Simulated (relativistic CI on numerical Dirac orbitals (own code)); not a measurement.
O5+: calculation against measurement

Method of calculation: Dirac-Coulomb-Breit CI, KLI orbitals optimised for each configuration, model QED (radiative potential, 1s self-energy scaled to tabulated hydrogen-like ionisation energies), valence Slater integrals scaled by 0.9, configuration energies shifted to the measured levels that pair with them (semi-empirical) (own radial code, finite nucleus).

Configuration list (outside the closed core 1s2): 2s, 2p, 3s, 3p, 3d, 4s, 4p, 4d, 4f, 5s, 6s, 6d, 7s, 7d, 9d. Levels of other configurations are missing.

| Configuration | Term (tabulated) | J | Measured (cm⁻¹) | Computed | Error | Purity (%) |
| --- | --- | --- | --- | --- | --- | --- |
| 2s | 2S | 1/2 | 0.0 | 0 | 0 | 100 |
| 2p | 2P° | 1/2 | 96375.0 | 96383 | 8 | 100 |
| 2p | 2P° | 3/2 | 96907.5 | 96900 | -8 | 100 |
| 3s | 2S | 1/2 | 640039.8 | 640040 | 0 | 100 |
| 3p | 2P° | 1/2 | 666113.2 | 666118 | 4 | 100 |
| 3p | 2P° | 3/2 | 666269.8 | 666265 | -4 | 100 |
| 3d | 2D | 3/2 | 674625.7 | 674628 | 2 | 100 |
| 3d | 2D | 5/2 | 674676.8 | 674674 | -2 | 100 |
| 4s | 2S | 1/2 | 852696.0 | 852696 | 0 | 100 |
| 4p | 2P° | 1/2 | 863333.8 | 863335 | 1 | 100 |
| 4p | 2P° | 3/2 | 863397.7 | 863396 | -1 | 100 |
| 4d | 2D | 3/2 | 866880.1 | 866881 | 1 | 100 |
| 4d | 2D | 5/2 | 866901.5 | 866901 | -1 | 100 |
| 4f | 2F° | 5/2 | 867077.7 | 867077 | 0 | 100 |
| 4f | 2F° | 7/2 | 867087.0 | 867087 | 0 | 100 |
| 5s | 2S | 1/2 | 948690.0 | 948690 | 0 | 100 |
| 6s | 2S | 1/2 | 1000080.0 | 1000080 | 0 | 100 |
| 6d | 2D | 3/2 | 1004170.0 | 1004174 | 4 | 100 |
| 6d | 2D | 5/2 | 1004184.0 | 1004180 | -4 | 100 |
| 7s | 2S | 1/2 | 1030780.0 | 1030780 | 0 | 100 |
| 7d | 2D | 3/2 | 1033310.0 | 1033320 | 10 | 100 |
| 7d | 2D | 5/2 | 1033334.0 | 1033324 | -10 | 100 |
| 9d | 2D | 3/2 | 1065311.0 | 1065323 | 12 | 100 |
| 9d | 2D | 5/2 | 1065337.0 | 1065325 | -12 | 100 |

Measured levels from Moore, Selected Tables of Atomic Spectra, NSRDS-NBS 3, section 8; pairs were made by configuration, J and term (by order where the table uses no LS term), so strongly mixed levels may be paired wrongly.

Mean error by configuration (cm⁻¹): 2p 0; 3s 0; 3p 0; 3d 0; 4s 0; 4p 0; 4d 0; 4f 0; 5s 0; 6s 0; 6d 0; 7s 0; 7d 0; 9d 0. Over the excited levels the mean absolute error is 4 cm⁻¹ (23 of the 23 excited levels that our extract of the source holds in range could be paired), and the median relative error of those above 1,000 cm⁻¹ is 0.00035 %, both after the shifts were fitted to these levels, so that a configuration with one level shows no error.

Configurations whose levels could be paired with our table of measured levels were shifted onto them, all but the ground configuration, by the median error of their levels; single terms can still be off by 1,000 to 2,000 cm⁻¹ or more, and rates follow the energies as ν³ (E1, M1) or ν⁵ (E2). The others borrow a shift and can be off by several thousand cm⁻¹ or more. 23 of the 23 excited levels that our extract of the measured tables holds in this range could be paired (the sources list more); they are missed by 4 cm⁻¹ on average and 12 at most, after the shifts were fitted to these levels, and levels without a partner can miss by more.

Shifts applied (cm⁻¹): 2s 0; 2p -2366; 3s 445; 3p 391; 3d 2137; 4s 563; 4p 536; 4d 877; 4f -1906; 5s 365; 6s 130; 6d 93; 7s -98; 7d -149; 9d -470.
